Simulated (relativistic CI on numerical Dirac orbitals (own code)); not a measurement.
**Ho3+: N4,5 absorption edge**

Computed with this model: Dirac-Coulomb-Breit CI, orbitals from a KLI potential per configuration, model QED, valence Slater integrals scaled by 0.8, multiplet model of core-to-valence dipole absorption; configurations [Xe] 4f10 → [Kr] 4d9 4f11 5s2 5p6; 10 K; Lorentzian 0.5 eV and Gaussian 0.2 eV FWHM. Energies are those of the free ion, without screening or charge transfer. The branching ratio is the share of the lower-energy edge in the whole absorption, uncertain by about 0.02 where the edges overlap. S is read from ⟨S²⟩ = S(S + 1).

Field parameters in Wybourne normalisation; cubic f-shell fields have B⁴₄ = √(5/14) B⁴₀ and B⁶₄ = −√(7/2) B⁶₀. The field is a parameter set, without covalency.

free ion: ground-state S = 1.94, centroid 169.75 eV. Peaks (eV, height): 159.1 (12), 160.0 (12), 162.2 (10), 165.4 (7), 167.1 (49), 167.4 (51), 168.6 (17), 169.8 (36), 170.8 (12), 171.4 (14), 174.3 (100).

Oh, B40 = 2980, B60 = 400 cm⁻¹: ground-state S = 1.94, centroid 169.76 eV. Peaks (eV, height): 159.1 (13), 160.1 (13), 162.3 (10), 165.5 (8), 167.5 (53), 168.7 (18), 169.8 (38), 170.9 (13), 171.4 (16), 174.3 (100).

Strongest unbroadened transitions for Oh, B40 = 2980, B60 = 400 cm⁻¹:

```
Energy (eV)  Relative strength
     159.13               18.3
     160.09               19.4
     162.25               17.8
     167.10               54.8
     167.51               28.3
     167.52               45.8
     167.56               16.2
     168.68               21.3
     169.55               25.1
     169.85               14.6
     169.87               37.0
     170.84               11.5
     174.29               15.7
     174.31               17.6
     174.33               12.2
     174.34               77.9
     174.35              100.0
     175.54               13.7
```
